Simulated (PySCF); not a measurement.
**Computed structure and properties of [TaH6]−**

System: [TaH6]− (singlet); start: displaced along the imaginary mode (C3v). Method: PySCF 2.14.0, RKS PBE0, Ta def2-SVP with ECP60, H def2-SVP; non-relativistic Hamiltonian with scalar-relativistic core potentials where named; density fitting; no spin-orbit coupling.

Input of the relaxation:

```python
mol = gto.M(atom='''
Ta    -0.00000    -0.00000     0.00620
H      1.61948    -0.00000     0.92123
H     -0.80974     1.40252     0.92123
H     -0.80975    -1.40251     0.92123
H      1.28448    -0.00000    -1.29241
H     -0.64224     1.11240    -1.29241
H     -0.64224    -1.11239    -1.29241''',
    basis={'Ta': 'def2-SVP', 'H': 'def2-SVP'},
    ecp={'Ta': 'def2-SVP'},
    charge=-1, spin=0)
mf = dft.RKS(mol, xc='PBE0')
mf.grids.atom_grid = (50, 194)
mf = mf.density_fit()  # fitting sets: Ta def2-universal-JKFIT, H def2-universal-JKFIT
mf.conv_tol = 1e-08; mf.max_cycle = 55
mf.kernel(dm0)  # dm0: converged density of the start geometry
# quasi-Newton relaxation in Cartesian coordinates to a largest gradient under 0.00045 Eh/bohr, steps kept in the point group
```

Run from Python with OMP_NUM_THREADS=2; the lines above give its settings. Where DIIS fails, smearing, a level shift and second-order steps follow.
It took 7.2 s on 2 threads of Arm Neoverse V1 (shared host), from the converged density of the start.

Course of the relaxation:

```csv
step,energy above end (eV),largest force component within the symmetry (eV/Å)
0,0.0995,0.291
1,0.0631,0.215
2,0.0055,0.122
3,0.0010,0.082
4,0.0002,0.047
5,0.0000,0.021
6,0.0000,0.009
```

Relaxed geometry (C3v):

```xyz
7

Ta    0.0000    0.0000    0.1071
H     1.6810    0.0000    0.8402
H    -0.8405    1.4558    0.8402
H    -0.8405   -1.4558    0.8402
H     1.1530    0.0000   -1.2451
H    -0.5765    0.9986   -1.2451
H    -0.5765   -0.9986   -1.2451
```

```csv
contact,Å
Ta1–H2 (H),1.834
Ta1–H3 (H),1.834
Ta1–H4 (H),1.834
Ta1–H5 (H),1.777
Ta1–H6 (H),1.777
Ta1–H7 (H),1.777
```

On the finer grid (75, 302):

| Property | Result |
| --- | --- |
| HOMO | -2.41 eV |
| LUMO | 3.18 eV |
| Dipole about the centre of mass | 2.09 D |
| Set of Mulliken populations of Ta1 outside the core potential | s 2.81, p 6.52, d 3.28, f 0.03 |
| D3(BJ) dispersion energy (not in the energies) | -0.078 eV |

```json
{"atom": "Ta1", "Mulliken (e)": "0.36", "Löwdin (e)": "-0.25", "spin (e)": "0.00"}
{"atom": "H2", "Mulliken (e)": "-0.29", "Löwdin (e)": "-0.17", "spin (e)": "0.00"}
{"atom": "H3", "Mulliken (e)": "-0.29", "Löwdin (e)": "-0.17", "spin (e)": "0.00"}
{"atom": "H4", "Mulliken (e)": "-0.29", "Löwdin (e)": "-0.17", "spin (e)": "0.00"}
{"atom": "H5", "Mulliken (e)": "-0.16", "Löwdin (e)": "-0.08", "spin (e)": "0.00"}
{"atom": "H6", "Mulliken (e)": "-0.16", "Löwdin (e)": "-0.08", "spin (e)": "0.00"}
{"atom": "H7", "Mulliken (e)": "-0.16", "Löwdin (e)": "-0.08", "spin (e)": "0.00"}
```

On the grid (50, 194), as all that follows. Harmonic modes: a minimum; lowest 478 cm⁻¹ (negative: unstable), highest 1836 cm⁻¹, zero-point energy 1.015 eV.

Taking off one H (charge -1, singlet; the rest: singlet) in vacuum, both parts rigid, costs 5.66 eV; the small basis without counterpoise inflates it.

Rigid scan of H along the line from its metal, all other atoms held (where the atom bridges, its other bond changes as well):

```
distance to H2 (Å)  energy (eV)
              1.53        0.689
              1.63        0.265
              1.73        0.058
              1.83        0.000
              1.93        0.044
              2.03        0.155
              2.23        0.490
              2.53        1.086
              2.93        1.833
              3.43        2.575
```

One start shape was tried, so this needn't be the lowest isomer.
